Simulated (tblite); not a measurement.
Compound: C5H9BrSi.
Numbering: `[CH2:1]=[CH:2][SiH2:3][CH2:4]/[CH:5]=[CH:6]/[Br:7]` (hydrogens: H8, H9 on C1; H10 on C2; H11, H12 on Si3; H13, H14 on C4; H15 on C5; H16 on C6)

Computed with GFN2-xTB (tblite), gas phase: L-BFGS steps from a force-field or distance-geometry start until the largest atomic force falls under 0.01 eV/Å.

Step 36: E = -572.2544 eV
```
atom  x, y, z in Å  |  force x, y, z in eV/Å
C1     -2.3453   -1.5659    0.2990   -0.039   0.004   0.017
C2     -1.4394   -0.6817    0.6882    0.008  -0.003   0.004
Si3    -1.0876    0.9371   -0.2029    0.002   0.005  -0.003
C4      0.6691    0.8721   -0.9860   -0.021   0.001  -0.014
C5      1.7110    0.7219    0.0550   -0.029   0.010  -0.001
C6      2.4696   -0.3517    0.1877   -0.010  -0.010   0.001
Br7     3.7396   -0.5310    1.5854    0.031  -0.016   0.012
H8     -2.9525   -1.4031   -0.5766    0.001  -0.002  -0.018
H9     -2.5380   -2.4835    0.8335    0.031  -0.013   0.011
H10    -0.8679   -0.8970    1.5845    0.019   0.001  -0.021
H11    -2.0579    1.1454   -1.2813    0.016   0.013  -0.017
H12    -1.1201    2.0519    0.7516   -0.003   0.001   0.001
H13     0.8352    1.8031   -1.5283   -0.009   0.028   0.008
H14     0.7309    0.0564   -1.7065    0.007  -0.016   0.009
H15     1.8135    1.5431    0.7510    0.006   0.015  -0.001
H16     2.4321   -1.2079   -0.4657   -0.009  -0.017   0.009
```

Step 37: E = -572.2547 eV
```
atom  x, y, z in Å  |  force x, y, z in eV/Å
C1     -2.3439   -1.5665    0.2997   -0.037  -0.001   0.017
C2     -1.4358   -0.6828    0.6856    0.009  -0.002   0.014
Si3    -1.0870    0.9386   -0.2039   -0.001  -0.017   0.008
C4      0.6691    0.8737   -0.9881   -0.016  -0.006  -0.011
C5      1.7097    0.7224    0.0543   -0.030   0.020  -0.001
C6      2.4666   -0.3519    0.1893   -0.011  -0.024   0.001
Br7     3.7336   -0.5336    1.5890    0.034  -0.012   0.017
H8     -2.9545   -1.4038   -0.5744    0.013  -0.004   0.003
H9     -2.5343   -2.4849    0.8352    0.034   0.008  -0.003
H10    -0.8604   -0.8989    1.5802    0.004   0.005  -0.042
H11    -2.0598    1.1485   -1.2788    0.011   0.013  -0.027
H12    -1.1193    2.0525    0.7514   -0.001   0.002   0.005
H13     0.8361    1.8041   -1.5311   -0.007   0.033   0.013
H14     0.7316    0.0579   -1.7083    0.003  -0.019   0.009
H15     1.8127    1.5433    0.7503    0.005   0.023  -0.001
H16     2.4279   -1.2097   -0.4617   -0.010  -0.019  -0.002
```

Step 38: E = -572.2550 eV
```
atom  x, y, z in Å  |  force x, y, z in eV/Å
C1     -2.3433   -1.5672    0.3008   -0.022  -0.004   0.013
C2     -1.4324   -0.6840    0.6824    0.003   0.002   0.018
Si3    -1.0867    0.9403   -0.2051   -0.006  -0.037   0.016
C4      0.6688    0.8756   -0.9901   -0.003  -0.012  -0.003
C5      1.7080    0.7231    0.0539   -0.019   0.021   0.002
C6      2.4632   -0.3522    0.1911   -0.014  -0.032   0.005
Br7     3.7296   -0.5365    1.5918    0.026  -0.005   0.014
H8     -2.9568   -1.4056   -0.5723    0.021  -0.004   0.026
H9     -2.5298   -2.4865    0.8375    0.033   0.027  -0.017
H10    -0.8526   -0.9006    1.5747   -0.008   0.007  -0.056
H11    -2.0614    1.1528   -1.2771    0.007   0.011  -0.035
H12    -1.1194    2.0534    0.7511    0.002   0.000   0.007
H13     0.8370    1.8055   -1.5336   -0.007   0.029   0.018
H14     0.7327    0.0590   -1.7093   -0.003  -0.017   0.006
H15     1.8126    1.5439    0.7498    0.003   0.028  -0.004
H16     2.4228   -1.2122   -0.4568   -0.012  -0.016  -0.010
```

Step 39: E = -572.2554 eV
```
atom  x, y, z in Å  |  force x, y, z in eV/Å
C1     -2.3435   -1.5680    0.3022    0.003  -0.003   0.005
C2     -1.4298   -0.6851    0.6789   -0.008   0.009   0.012
Si3    -1.0868    0.9417   -0.2061   -0.012  -0.040   0.015
C4      0.6684    0.8774   -0.9916    0.012  -0.013   0.009
C5      1.7064    0.7239    0.0541    0.001   0.010   0.007
C6      2.4598   -0.3528    0.1929   -0.016  -0.030   0.012
Br7     3.7282   -0.5395    1.5933    0.008   0.004   0.002
H8     -2.9590   -1.4084   -0.5701    0.020  -0.001   0.041
H9     -2.5251   -2.4878    0.8400    0.026   0.033  -0.023
H10    -0.8455   -0.9019    1.5682   -0.011   0.005  -0.052
H11    -2.0622    1.1579   -1.2768    0.006   0.007  -0.037
H12    -1.1206    2.0546    0.7506    0.005  -0.007   0.007
H13     0.8379    1.8074   -1.5353   -0.009   0.016   0.025
H14     0.7339    0.0598   -1.7096   -0.010  -0.011   0.003
H15     1.8131    1.5450    0.7496    0.001   0.027  -0.012
H16     2.4173   -1.2152   -0.4518   -0.014  -0.006  -0.015
```

Task: Estimate the geometry and energy of step 40. (The exact step hangs on the optimiser's Hessian estimate; all steps are aligned on step 39, rigid shifts and turns removed.)

Result: E = -572.2558 eV, largest force 0.040 eV/Å
```
atom  x, y, z in Å  |  force x, y, z in eV/Å
C1     -2.3436   -1.5686    0.3036    0.026   0.000  -0.004
C2     -1.4280   -0.6859    0.6760   -0.018   0.016   0.002
Si3    -1.0873    0.9422   -0.2068   -0.014  -0.024   0.001
C4      0.6681    0.8788   -0.9926    0.020  -0.011   0.020
C5      1.7051    0.7246    0.0545    0.021  -0.007   0.011
C6      2.4566   -0.3538    0.1948   -0.018  -0.019   0.018
Br7     3.7279   -0.5419    1.5942   -0.011   0.011  -0.011
H8     -2.9607   -1.4110   -0.5676    0.008   0.005   0.039
H9     -2.5205   -2.4886    0.8418    0.017   0.022  -0.017
H10    -0.8398   -0.9030    1.5618   -0.004   0.001  -0.031
H11    -2.0621    1.1627   -1.2775    0.008   0.000  -0.032
H12    -1.1218    2.0557    0.7502    0.006  -0.017   0.005
H13     0.8382    1.8093   -1.5361   -0.011  -0.001   0.032
H14     0.7348    0.0601   -1.7095   -0.014  -0.001   0.002
H15     1.8135    1.5464    0.7493    0.000   0.021  -0.021
H16     2.4120   -1.2181   -0.4476   -0.016   0.004  -0.015
```

The energy changes by -0.0004 eV. The first-order estimate −F·Δx gives -0.0005 eV and the mean of the old and new forces, exact on a quadratic surface, -0.0004 eV. The step makes an angle of 75° with the force vector and moves no atom by more than 0.009 Å.

The cost below is that of the whole relaxation. Hardware: one thread, Arm Neoverse V1 (aarch64), shared host. Cost: 0.69 s wall.
